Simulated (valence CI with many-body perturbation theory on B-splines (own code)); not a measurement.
**Ni⁷⁺: what each term of the Hamiltonian does**

Calculated by relativistic CI+MBPT: three valence electrons over a frozen Dirac-Fock core [Ar], a basis of 9 s, 9 p, 10 d, 8 f, 5 g, 3 h, 1 i functions for each j, with the one-electron correlation potential Σ1, the two-electron term Σ2, the three-electron term Σ3, Breit, model QED; selected CI, second order for the rest, scaled by the run's own slope (own B-spline code, finite nucleus).

Set against measurement, 6 paired levels are off by 360 cm⁻¹ on average, the worst by 837. These come from a selection out of Corliss and Sugar, J. Phys. Chem. Ref. Data 10, 197 (1981). Levels without a partner in it may be off by more, other configurations by 1,000 to 8,000 cm⁻¹. The list stops below the first excitations out of the core. Only levels of the ground parity were solved; by the run's estimate the other parity begins above the list, which can be wrong where configurations are misplaced.

Each rung adds one term. CI alone is the Dirac-Coulomb CI over the frozen core; QED comes last and gives the full result, which names the levels. Energies are above 3d³ ⁴F_3/2 on the same rung, in cm⁻¹.

Names give the largest LS component (configuration and term), which can be under half, so a name can repeat, a term be missing and a line seem to break the LS rules; names also repeat where a configuration has a term twice. Letters in brackets count levels of one name in rising energy.

```
         Level  CI alone
    3d³ ⁴F_5/2       945
    3d³ ⁴F_7/2      2196
    3d³ ⁴F_9/2      3695
    3d³ ⁴P_1/2     25574
    3d³ ⁴P_3/2     25789
    3d³ ⁴P_5/2     27142
    3d³ ²G_7/2     26967
    3d³ ²G_9/2     28136
    3d³ ²P_3/2     33954
    3d³ ²P_1/2     34082
    3d³ ²H_9/2     36472
   3d³ ²H_11/2     37297
3d³ ²D_5/2 [a]     38367
3d³ ²D_3/2 [a]     38206
    3d³ ²F_7/2     60349
    3d³ ²F_5/2     60868
```

What do these energies become with core correlation, Breit and QED?

3d³ ⁴F_5/2 944 (-1.1); 3d³ ⁴F_7/2 2169 (-27); 3d³ ⁴F_9/2 3609 (-86); 3d³ ⁴P_1/2 23917 (-1657); 3d³ ⁴P_3/2 24181 (-1608); 3d³ ⁴P_5/2 25506 (-1636); 3d³ ²G_7/2 25621 (-1346); 3d³ ²G_9/2 26770 (-1365); 3d³ ²P_3/2 33108 (-846); 3d³ ²P_1/2 33740 (-342); 3d³ ²H_9/2 35263 (-1209); 3d³ ²H_11/2 35985 (-1312); 3d³ ²D_5/2 [a] 36774 (-1593); 3d³ ²D_3/2 [a] 37286 (-920); 3d³ ²F_7/2 57664 (-2685); 3d³ ²F_5/2 58313 (-2555).

How does the ionisation energy move along the ladder, and which term matters most?

CI alone 156.49, + Σ1 158.64, + Σ2 161.98, + Σ3 161.98, + Breit 161.97, + QED 161.98 eV. The largest step is Σ2, 3.34 eV. NIST lists 162 ± 2.1 eV (theoretical).
